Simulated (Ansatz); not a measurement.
Basis sets compared for `Cc1cc(-c2sc(-c3sc(-c4sc(S)cc4C)cc3C)cc2C)sc1S`. Charge 0, multiplicity 1. Geometry r2SCAN-D4/def2-SVP. Ansatz on 2 threads of AMD EPYC 7R13 on a shared host and a share (18 GiB) of an NVIDIA H100 80GB HBM3; times are rough, and most runs start from earlier orbitals.

```tsv
atom	x (Å)	y (Å)	z (Å)
C1	-3.8128	-5.3107	-1.8509
C2	-3.9314	-3.8219	-1.9444
C3	-2.9053	-2.9231	-1.5503
C4	-3.2068	-1.5771	-1.7292
C5	-2.3800	-0.4439	-1.3976
S6	-0.8485	-0.7301	-0.6030
C7	-0.4712	0.9720	-0.5421
C8	0.7563	1.4293	0.0564
S9	1.5507	0.4495	1.2622
C10	2.8575	1.5942	1.4458
C11	3.9582	1.3861	2.3521
S12	5.2273	2.5897	2.4203
C13	6.1319	1.6683	3.5836
S14	7.6090	2.2725	4.3165
C15	5.4596	0.5115	3.9191
C16	4.2248	0.3345	3.2356
C17	3.3473	-0.8628	3.4426
C18	2.6463	2.6798	0.6016
C19	1.4749	2.6049	-0.1872
C20	1.0866	3.6541	-1.1834
C21	-1.4970	1.7042	-1.1276
C22	-2.5764	0.9242	-1.6136
C23	-3.7824	1.5269	-2.2679
S24	-4.8024	-1.4203	-2.4238
C25	-5.0428	-3.1449	-2.4327
S26	-6.5052	-3.8310	-3.1259
H27	-4.7859	-5.7920	-2.0208
H28	-3.4330	-5.6115	-0.8614
H29	-3.1058	-5.6992	-2.6034
H30	-1.9522	-3.2581	-1.1327
H31	8.3676	2.3047	3.1917
H32	5.8566	-0.2054	4.6413
H33	3.2298	-1.4526	2.5178
H34	3.7759	-1.5237	4.2093
H35	2.3341	-0.5771	3.7713
H36	3.3438	3.5197	0.5451
H37	1.9562	4.2692	-1.4565
H38	0.3169	4.3353	-0.7809
H39	0.6770	3.2043	-2.1013
H40	-1.4956	2.7937	-1.1725
H41	-3.6688	2.6170	-2.3525
H42	-3.9436	1.1231	-3.2814
H43	-4.7030	1.3272	-1.6942
H44	-7.3383	-3.6104	-2.0751
```

Single mean-field runs in def2-SVP, def2-TZVP are fitted with def2-universal-jkfit.

Binding counts from free atoms (C triplet, S triplet, H doublet) in the same basis, without a counterpoise term.

```json
{"level": "PBE-D4/def2-SVP", "functions": "478", "energy (Eh)": "-3158.8983", "HOMO (eV)": "-4.50", "LUMO (eV)": "-2.58", "binding per atom (eV)": "5.01", "wall time": "6 s"}
{"level": "PBE0-D4/def2-SVP", "functions": "478", "energy (Eh)": "-3159.1554", "HOMO (eV)": "-5.32", "LUMO (eV)": "-2.05", "binding per atom (eV)": "4.89", "wall time": "6.5 s"}
```

Task: Estimate the rows for PBE-D4/def2-TZVP (with forces), PBE0-D4/def2-TZVP.

Result: 
```tsv
level	functions	energy (Eh)	HOMO (eV)	LUMO (eV)	binding per atom (eV)	wall time
PBE-D4/def2-TZVP (with forces)	950	-3160.5502	-4.57	-2.70	4.95	8.5 s
PBE0-D4/def2-TZVP	950	-3160.7921	-5.32	-2.12	4.84	11 s
```
